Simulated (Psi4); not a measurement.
Psi4 input (wB97X-D/6-311+G**):

```
memory 1500 MB

molecule {
1 2
B    -0.00000000   -0.00000000   -0.78099334
F     0.00000000    0.00000000    0.43388519
symmetry c1
no_reorient
no_com
}

set {
  basis 6-311+G**
  reference uks
  scf_type pk
  dft_radial_points 99
  dft_spherical_points 590
  e_convergence 1e-8
  d_convergence 1e-7
  maxiter 150
}

e = energy('wb97x-d')
print_out(f'\nFINAL {e:.10f} DIPOLE {variable("CURRENT DIPOLE")[0]:.6f} {variable("CURRENT DIPOLE")[1]:.6f} {variable("CURRENT DIPOLE")[2]:.6f}\n')
```

Task: What final total energy does it give?

Result: -124.25689 Eh.
